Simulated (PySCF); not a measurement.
## Two-component Hartree-Fock for Ta⁶³⁺ (tantalum, charge +63)

Start: [Ne]. Calculated with PySCF 2.14 in an uncontracted even-tempered set (17 s from 11 bohr⁻², ratio 2.6; 14 p from 15 bohr⁻², ratio 2.6; 6 d from 15 bohr⁻², ratio 2.8; 3 f from 320 bohr⁻², ratio 2.8): generalised Hartree-Fock with the X2C-1e Hamiltonian and a Gaussian nucleus; spin-orbit coupling (SO) screened by Boettger's factors.

```csv
spinor shell,electrons,"ε, screened SO (eV)",weight of nominal j (screened SO),"rms radius, screened SO (bohr)"
1s1/2,2,-73287.2,1.000,0.0211
2s1/2,2,-16942.4,1.000,0.0838
2p1/2,2,-16476.3,1.000,0.0711
2p3/2,4,-15156.3,1.000,0.0780
```

```tsv
quantity	screened SO
E (hartree)	-10738.92370
M_J	0
⟨J²⟩	0.000
⟨L²⟩	0.032
⟨S²⟩	0.032
```

Breit and QED terms are absent; they matter most for the inner s and p1/2 levels.

Densities and radii are taken from the X2C orbitals without a picture-change correction, which distorts them close to the nucleus.
